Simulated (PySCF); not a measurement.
**Computed properties of Cd(OH)(OMe) (CH₄CdO₂), SMILES [OH][Cd][O]C**

Cd(OH)(OMe) (CH4CdO2), SMILES C[O][Cd][OH]. The structure is a stationary point at r2SCAN-D4/def2-SVP. The structure was generated by enumeration; whether it is a known compound was not checked. The def2 effective core potentials stand for the cores of Cd; spin–orbit coupling is left out. One conformer was computed; it need not be the lowest. All values are computed for the isolated molecule unless a solvent is named; none is compared with measurement here.

**Structure.** All 18 harmonic modes at r2SCAN-D4/def2-SVP (PySCF) are real, so it is a minimum. With heavy atoms numbered as in [Cd:1]([OH:2])[O:4][CH3:5], the shortest bond between them is O4–C5 at 1.401 Å and the longest Cd1–O4 at 1.965 Å.

**Vibrations.** The strongest infrared lines (harmonic, unscaled, degenerate partners summed) lie at 1115 cm⁻¹ (208 km/mol, O 50 %, C 45 %), 2932 cm⁻¹ (156 km/mol, H 97 %), 632 cm⁻¹ (83 km/mol, O 74 %, Cd 22 %). The softest mode is at 74 cm⁻¹ and the zero-point energy is 33.3 kcal/mol.

**Electronic structure.** PBE0/def2-TZVPD (PySCF) places the frontier levels at -7.32 and -1.58 eV, a gap of 5.74 eV, and gives a dipole moment of 1.88 D and a mean polarisability of 53.3 bohr³. PBE/def2-TZVPD (PySCF) at the same geometry gives -5.84 and -2.45 eV, so its gap is 2.35 eV narrower. An orbital gap is neither the optical nor the fundamental gap.

**Excitations.** TDA-PBE0/def2-SVPD (PySCF) has S1 at 4.30 eV (288 nm, f = 0.003, weak); the most intense of the 10 singlets computed lies at 5.28 eV (f = 0.07). T1 (TDA) is at 3.93 eV, 0.37 eV under S1. TDA-PBE/def2-SVPD (PySCF) puts S1 at 3.56 eV. No vertical singlet excitation falls in the visible range (under 3.1 eV).
